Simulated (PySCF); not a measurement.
CH8MoO, SMILES C[O][MoH5], multiplicity 1.

Geometry: PBE0-D3(BJ)/def2-SVP. The spin state was assumed, not searched. The structure was generated by enumeration; whether it is a known compound was not checked. The def2 effective core potentials stand for the cores of Mo; spin–orbit coupling is left out.

Method: PBE/def2-TZVPD run with PySCF.

Isolated molecule, no solvent.

Computed frontier levels, gap, dipole moment and polarisability:
- highest occupied level: -6.46 eV
- lowest empty level: -3.27 eV
- orbital gap: 3.19 eV
- dipole moment: 2.68 D
- quadrupole, principal values (traceless, Buckingham form, about the centre of nuclear charge): -5.06, -3.31, 8.37 D·Å
- mean static polarisability: 73.1 bohr³ (10.83 Å³)
- polarisability, principal values: 57.6, 67.8, 93.8 bohr³
